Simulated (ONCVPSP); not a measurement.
# neodymium (Nd): ONCV pseudisation with PBEsol, scalar-relativistic reference atom.

- Element: neodymium
- Generator: ONCVPSP 4.0.1
- Type: optimised norm-conserving Vanderbilt (ONCV)
- Functional: PBEsol
- Relativity: scalar-relativistic
- Frozen core: [Kr] 4d10
- Valence charge: 14
- Reference configuration: 4f4 5s2 5p6 6s2
- Partial waves: 5s+6s: rc 2.15 bohr, ncon 4, nbas 8, qcut 5.5 1/bohr, 2 projectors; 5p: rc 2.00 bohr, ncon 4, nbas 7, qcut 4.8 1/bohr, 2 projectors, debl 2.5 Ha; d scattering state at 0.03 Ha: rc 1.80 bohr, ncon 5, nbas 10, qcut 5 1/bohr, 3 projectors, debl 2.3 Ha; 4f: rc 1.35 bohr, ncon 4, nbas 9, qcut 11.8 1/bohr, 1 projector
- Local potential: polynomial inside 1.05 bohr (lpopt 4, dvloc0 2 Ha)
- Core correction: none

In the d channel the program set the typed energies aside and used 0.050, 2.350, 4.650 Ha.

All-electron outer shells of the reference configuration (PBEsol, scalar-relativistic, ld1.x):

| shell | level (eV) | outermost node (bohr) | outermost maximum (bohr) |
| --- | --- | --- | --- |
| 5s | -40.49 | 0.72 | 1.32 |
| 5p | -22.10 | 0.77 | 1.50 |
| 6s | -3.52 | 1.77 | 3.78 |
| 4f | -1.79 | – | 0.67 |

Results:

```
Cutoffs needed      : 62 Ha and 106 Ha (the cutoffs (Ha) at which the residual kinetic energy of the hardest occupied pseudo-wave falls to 1 and 0.1 mHa per electron)
Ghost test          : ghosts flagged at negative energy: d at -57.8 eV; GHOST(+) flagged for s at 4.3 eV; a true bound ghost makes a file unfit for plane-wave use
Configuration tests : tests left out (the all-electron energies of this program are off by 10 to 40 meV for near-neutral 4f atoms)
```

Generation and tests took about 6.6 s on one core of a shared server CPU.
